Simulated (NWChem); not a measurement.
SiHOBrCl₂; SMILES O[Si](Cl)(Cl)Br

```xyz
6

O      0.1552    -0.7244    -1.9143
Si     0.0219    -0.4741    -0.3030
Cl    -1.7098    -1.2834     0.4302
Cl     1.6218    -1.3877     0.5563
Br     0.0299     1.6770     0.1783
H     -0.5243    -0.3549    -2.4882
```
Atoms are numbered in this order, from 1.

All runs: NWChem. Geometry optimised at PBE0/def2-SVP; all other runs use it. This build's default masses of Se (78.918 u) and Br (79.917 u) are each other's, which moves their modes by up to 0.6 %.

```json
[
 {"quantity": "vertical, lowest excitation, singlet (eV)", "level": "PBE0/def2-SVPD, TDA", "value": "[?]"},
 {"quantity": "−ε(HOMO) (eV)", "level": "PBE0/def2-SVP", "value": "[?]"},
 {"quantity": "cavity-dispersion-structure term (kcal/mol) in water", "level": "PBE0/def2-SVP, SMD", "value": "1.0"},
 {"quantity": "isotropic polarisability (bohr³), static", "level": "PBE0/def2-SVPD", "value": "75.3"},
 {"quantity": "dipole (D)", "level": "PBE0/def2-SVP", "value": "1.81"},
 {"quantity": "highest harmonic frequency (cm⁻¹)", "level": "PBE0/def2-SVP", "value": "[?]"}
]
```

### Question
Complete the blanks.

### Answer

- vertical, lowest excitation, singlet (eV), value: 6.71
- −ε(HOMO) (eV), value: 8.77
- highest harmonic frequency (cm⁻¹), value: 3920
